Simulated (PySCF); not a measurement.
Ionisation energy of Rb²²⁺ by level of theory

Rb²²⁺ [Ne] 3s2 3p3 [3p1/2^2 3p3/2^1, M_J = 3/2] → Rb²³⁺ [Ne] 3s2 3p2 [3p1/2^2, M_J = 0], as a difference of total energies. All numbers are calculated (PySCF 2.14, the two-component X2C-1e Hamiltonian, in an even-tempered Gaussian basis (19 s from 2.7 bohr⁻², ratio 2.4; 13 p from 3.5 bohr⁻², ratio 2.4; 5 d from 14 bohr⁻², ratio 2.6; 4 f from 22 bohr⁻², ratio 2.6)). Correlated levels: 1s2 frozen; the 50 highest virtual spinors dropped. "Screened" scales the spin-orbit matrix elements by Boettger's factors to mimic the two-electron term; Breit and QED terms are absent.

```csv
method,ionisation energy (eV)
GHF (spin-free),1022.8
GMP2 (spin-free),1023.2
GHF (screened spin-orbit),1015.0
GMP2 (screened spin-orbit),1014.8
```

Breit and QED terms and the two-electron picture change are absent.

The spin-free rows relax to the high-spin LS determinant and lack the spin-orbit shift.

The labels give the starting determinants; with spin-orbit coupling the two ends relaxed to ⟨J²⟩ = 3.77, ⟨L²⟩ = 0.70, ⟨S²⟩ = 2.91 and ⟨J²⟩ = 0.00, ⟨L²⟩ = 1.33, ⟨S²⟩ = 1.33.

For comparison: 1024 ± 4 eV (semi-empirical (NIST evaluation); NIST Atomic Spectra Database, ionization energies).
